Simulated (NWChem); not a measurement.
System: GaHBr2; SMILES [Br][GaH][Br]

Input file for NWChem:

```
start job
memory heap 200 mb stack 900 mb global 1100 mb
geometry units angstroms noautoz
  Ga     0.000000     0.000000    -0.800515
  H      0.000000     0.000000    -2.361928
  Br    -1.950553     0.000000     0.410417
  Br     1.950553     0.000000     0.410417
end
basis spherical
  * library 3-21g
end
dft
  xc pbe0
  iterations 150
  mulliken
end
task dft energy
```

Parts of the log:

```
             Northwest Computational Chemistry Package (NWChem) 7.3.0
             --------------------------------------------------------

 C2V symmetry detected

                             Geometry "geometry" -> ""
                             -------------------------

 Output coordinates in angstroms (scale by  1.889725989 to convert to a.u.)

  No.       Tag          Charge          X              Y              Z
 ---- ---------------- ---------- -------------- -------------- --------------
    1 Ga                  31.0000     0.00000000     0.00000000    -0.81572379
    2 H                    1.0000     0.00000000     0.00000000    -2.37713679
    3 Br                  35.0000    -1.95055300     0.00000000     0.39520821
    4 Br                  35.0000     1.95055300     0.00000000     0.39520821

 Effective nuclear repulsion energy (a.u.)     687.7683176002

      Symmetry information
      --------------------

 Group name             C2v
 Group number             16
 Group order               4
 No. of unique centers     3

                                 NWChem DFT Module
                                 -----------------

 Summary of "ao basis" -> "ao basis" (spherical)
 ------------------------------------------------------------------------------
       Tag                 Description            Shells   Functions and Types
 ---------------- ------------------------------  ------  ---------------------
 Ga                          3-21g                  10       22   5s4p1d
 H                           3-21g                   2        2   2s
 Br                          3-21g                  10       22   5s4p1d

      Symmetry analysis of basis
      --------------------------

        a1         29
        a2          7
        b1         21
        b2         11

            General Information
            -------------------
          SCF calculation type: DFT
          Wavefunction type:  closed shell.
          No. of atoms     :     4
          No. of electrons :   102
           Alpha electrons :    51
            Beta electrons :    51
          Charge           :     0
          Spin multiplicity:     1
          Use of symmetry is: on ; symmetry adaption is: on
          Maximum number of iterations: 150
          AO basis - number of functions:    68
                     number of shells:    32
          Convergence on energy requested:  1.00D-06
          Convergence on density requested:  1.00D-05
          Convergence on gradient requested:  5.00D-04

              XC Information
              --------------
                         PBE0 Method XC Functional
                     Hartree-Fock (Exact) Exchange  0.250
          PerdewBurkeErnzerhof Exchange Functional  0.750
            Perdew 1991 LDA Correlation Functional  1.000 local
           PerdewBurkeErnz. Correlation Functional  1.000 non-local

             Grid Information
             ----------------
          Grid used for XC integration:  medium
          Radial quadrature: Mura-Knowles
          Angular quadrature: Lebedev.
          Tag              B.-S. Rad. Rad. Pts. Rad. Cut. Ang. Pts.
          ---              ---------- --------- --------- ---------
          Ga                  1.30      112           8.0       590
          H                   0.35       45           9.0       434
          Br                  1.15      112          10.0       590
          Grid pruning is: on
          Number of quadrature shells:   269
          Spatial weights used:  Erf1

      Superposition of Atomic Density Guess
      -------------------------------------

 Sum of atomic energies:       -7034.37589388

      Non-variational initial energy
      ------------------------------

 Total energy =   -7034.819930
 1-e energy   =  -11190.931904
 2-e energy   =    3468.343656
 HOMO         =      -0.364964
 LUMO         =       0.023360

      Symmetry analysis of molecular orbitals - initial
      -------------------------------------------------

  Numbering of irreducible representations:

     1 a1          2 a2          3 b1          4 b2

  Orbital symmetries:

     1 a1          2 b1          3 a1          4 a1          5 b1
     6 b1          7 a1          8 b1          9 a1         10 b2
    11 a2         12 a1         13 a1         14 b1         15 b2
    16 a1         17 b1         18 a1         19 b1         20 b2
    21 a1         22 b1         23 a2         24 a1         25 a1
    26 b1         27 b2         28 b1         29 a1         30 a1
    31 b2         32 b1         33 a2         34 a1         35 b2
    36 b1         37 a2         38 a1         39 b1         40 a1
    41 b2         42 a2         43 a1         44 b1         45 a1
    46 b1         47 a1         48 b2         49 a2         50 b1
    51 a1         52 b2         53 a1         54 b1         55 a1
    56 a1         57 b2         58 a1         59 b1         60 a1
    61 b1

     ---------------------------------------------
      Total Density - Mulliken Population Analysis
     ---------------------------------------------

    Atom       Charge   Shell Charges
 -----------   ------   -------------------------------------------------------
    1 Ga  31    29.85   2.00  2.00  6.00  1.99  5.95  0.75  0.71  0.28  0.20  9.97
    2 H    1     1.12   0.37  0.74
    3 Br  35    35.52   2.00  2.00  5.99  2.00  5.97  0.77  2.40  1.21  3.17 10.00
    4 Br  35    35.52   2.00  2.00  5.99  2.00  5.97  0.77  2.40  1.21  3.17 10.00

[...]
```

Level: PBE0/3-21G. All runs use the structure optimised with PBE-D3(BJ)/def2-SVP.
